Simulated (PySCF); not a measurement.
**Excitation energies in several basis sets**

Species: trimethyl arsine, C₃H₉As.
Structure used (PBE0-D3(BJ)/def2-SVP), in Å, numbered top down from 1:
```
atom  x, y, z in Å
C1    -0.406    1.628    0.368
As2   -0.173   -0.187    1.086
C3     1.601   -0.528    0.309
C4    -1.221   -1.125   -0.288
H5    -0.163    1.673   -0.705
H6     0.245    2.326    0.915
H7    -1.448    1.947    0.514
H8     1.621   -0.303   -0.768
H9     1.872   -1.583    0.462
H10    2.350    0.095    0.821
H11   -0.942   -0.801   -1.302
H12   -1.054   -2.209   -0.198
H13   -2.292   -0.930   -0.129
```

TDDFT with PBE0 (PySCF), vertical singlets, core orbitals frozen in the response, spherical d and f functions. Isolated species at its PBE0-D3(BJ)/def2-SVP geometry, gas phase. Relativistic effects, spin–orbit coupling among them, are left out although an element past zinc is present.

| basis | functions | diffuse | S1 (eV) | S2 (eV) | S3 (eV) | S4 (eV) | S5 (eV) | LUMO (eV) | α (au) |
| --- | --- | --- | --- | --- | --- | --- | --- | --- | --- |
| 6-31G* | 92 | no | 6.86 | 6.86 | 7.72 | 8.61 | 8.61 | 1.61 | 59.4 |
| def2-SVP | 119 | no | 6.92 | 6.92 | 7.02 | 8.15 | 8.68 | 1.55 | 61.5 |
| def2-SVPD | 170 | yes | 6.21 | 6.36 | 6.36 | 7.11 | 7.62 | 0.75 | 72.0 |
| def2-TZVP | 195 | no | 6.52 | 6.58 | 6.58 | 7.64 | 7.97 | 1.15 | 69.4 |

**Question.** How much do these states and the polarisability depend on the basis?

**Answer.** States are compared by their number. Against the only diffuse basis here (def2-SVPD, itself not a converged limit), sets without diffuse functions differ by up to 0.71 eV in S1 and 1.06 eV in S5. Every set without diffuse functions puts S1 more than 0.3 eV higher, so even the lowest state needs them here. State by state, the largest deviation of a set without diffuse functions is S1 0.71, S2 0.56, S3 1.36, S4 1.50, S5 1.06 eV. The same number needn't mean the same state in each row. Against def2-SVPD the polarisability deviates by -17% in 6-31G*, -15% in def2-SVP, -3% in def2-TZVP.
